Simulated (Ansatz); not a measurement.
Mulliken charges of CH6InNO (`N[CH](O)[InH2]`) from r2SCAN/def2-TZVPP in Ansatz (PBE0-D4/def2-TZVP geometry).

```csv
atom,x (Å),y (Å),z (Å),charge (e)
N1,-1.029,0.874,-0.481,-0.350
C2,0.283,0.404,-0.164,-0.075
O3,0.962,-0.297,-1.212,-0.352
In4,0.180,-1.053,1.459,0.571
H5,-1.634,0.129,-0.801,0.156
H6,-1.038,1.616,-1.174,0.117
H7,0.878,1.272,0.140,0.073
H8,1.192,0.322,-1.914,0.167
H9,-1.026,-2.286,1.321,-0.156
H10,1.232,-0.981,2.826,-0.150
```

By hand: the dipole of these point charges (1 e Å = 4.8032 D).

Σ q r = (-0.035, 0.027, 0.239) e Å, of length 0.243 e Å = 1.17 D.

How does the dipole of the full density compare? (Best estimate.)

Ansatz gave: (-0.007, 0.338, -0.311) e Å, 2.21 D; the point charges give 0.53 times that, at 126° from its direction, so they point the opposite way.

Point charges leave out the atoms' own dipoles, such as those of lone pairs, and Mulliken's split depends on the basis, so the two needn't agree.
